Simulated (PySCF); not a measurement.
Ge(F)(OH) (FGeHO), SMILES [OH][Ge][F] (connectivity only; charge and spin as stated), neutral, multiplicity 1. Atoms are numbered in the order given.

```xyz
4

Ge     0.4206     0.0271     0.0000
F     -0.7766     1.3008     0.0000
O     -0.7629    -1.2998     0.0000
H     -0.3653    -2.1756     0.0000
```

Coordinates come from a PBE0-D3(BJ)/def2-TZVP optimisation. Other conformers were not sampled.

Level of theory: PBE0-D3(BJ)/def2-TZVP (PySCF).

Frequencies are harmonic and unscaled.

```tsv
mode	ν (cm⁻¹)	IR (km/mol)	moving atoms (share of kinetic energy)
1	269	3.4	F 42 %, O 37 %, Ge 14 %
2	452	92.9	H 91 %
3	670	140.5	F 69 %, Ge 21 %, O 10 %
4	705	76.6	O 66 %, Ge 18 %, F 9 %
5	813	140.7	H 85 %, O 12 %
6	3875	81.8	H 94 %
```
